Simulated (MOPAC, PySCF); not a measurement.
C2H8OSi, SMILES `[SiH2](O)CC` (C–C–Si–O torsion 178°, C–Si–O–H torsion 71°), neutral singlet in the gas phase. 

Cartesian coordinates (Å):
SMILES: CC[SiH2]O
```xyz
12

C     -1.6485    -0.0325     0.1272
C     -0.4396     0.1187    -0.7938
Si     1.1745    -0.2157     0.0879
O      2.4902    -0.1127    -0.9052
H     -2.5847     0.1681    -0.3993
H     -1.7147    -1.0443     0.5362
H     -1.5958     0.6571     0.9742
H     -0.4081     1.1297    -1.2165
H     -0.5158    -0.5654    -1.6458
H      1.3003     0.7435     1.2260
H      1.1902    -1.6032     0.6165
H      2.7519     0.7566    -1.2096
```
Charge 0, spin multiplicity 1.

All levels are single points at this geometry (PBE0-D4/def2-TZVP); Pople sets use spherical d functions. Orbital energies aren't observables, and empty levels follow the basis.

| level | HOMO (eV) | LUMO (eV) | gap (eV) | dipole (D) | vertical IE, Delta-SCF (eV) |
|---|---|---|---|---|---|
| B3LYP-D3(BJ)/def2-TZVP in PySCF | -7.86 | 0.10 | 7.96 | 1.73 | 10.12 |
| PBE0-D4/def2-TZVP in PySCF | -8.05 | 0.41 | 8.46 | 1.74 | 10.14 |
| B3LYP/6-311+G** in PySCF | -7.91 | -0.43 | 7.48 | 1.87 | – |
| BP86/6-31G* in PySCF | -6.47 | 0.12 | 6.59 | 1.82 | – |
| HF/6-31G* in PySCF | -11.32 | 4.30 | 15.62 | 1.91 | 9.94 |
| HF/STO-3G in PySCF | -8.87 | 13.20 | 22.07 | 1.31 | – |
| PM3 in MOPAC | -9.92 | 0.93 | 10.85 | 1.40 | – |
| PM6 in MOPAC | -10.10 | 0.35 | 10.45 | 1.87 | – |
| PM7 in MOPAC | -10.75 | 1.18 | 11.93 | 2.10 | – |
